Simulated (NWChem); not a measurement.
Species: SiH$_{4}$O$_{4}$; SMILES O[Si](O)(O)O

```xyz
9

O     -0.2649    -1.3792     0.8670
Si     0.0000     0.0000     0.0000
O      1.3792    -0.2649    -0.8670
O     -1.3792     0.2649    -0.8670
O      0.2649     1.3792     0.8670
H      0.5420    -1.8330     1.1486
H      1.8330     0.5420    -1.1486
H     -1.8330    -0.5420    -1.1486
H     -0.5420     1.8330     1.1486
```
Atoms are numbered in this order, from 1.

All runs use the structure optimised with B3LYP/6-31G* (spherical d).

 Unshifted, non-relativistic core excitations; the lowest 4 roots alone, so stronger bands may lie above.

Q: List the first Si K-edge excitations from PBE0/6-311G** (spherical d), restricted-window TDA (NWChem).

A: 
```json
[
 {"state": "S1", "energy (eV)": "1802.9", "dipole oscillator strength": "0.0000", "leading excitation (squared amplitude)": "1s of atom 2 or its equivalents → LUMO (0.98)"},
 {"state": "S2", "energy (eV)": "1804.5", "dipole oscillator strength": "0.0017", "leading excitation (squared amplitude)": "1s of atom 2 or its equivalents → LUMO+3 (0.95)"},
 {"state": "S3", "energy (eV)": "1804.5", "dipole oscillator strength": "0.0011", "leading excitation (squared amplitude)": "1s of atom 2 or its equivalents → LUMO+1 (0.96)"},
 {"state": "S4", "energy (eV)": "1804.5", "dipole oscillator strength": "0.0011", "leading excitation (squared amplitude)": "1s of atom 2 or its equivalents → LUMO+2 (0.96)"}
]
```
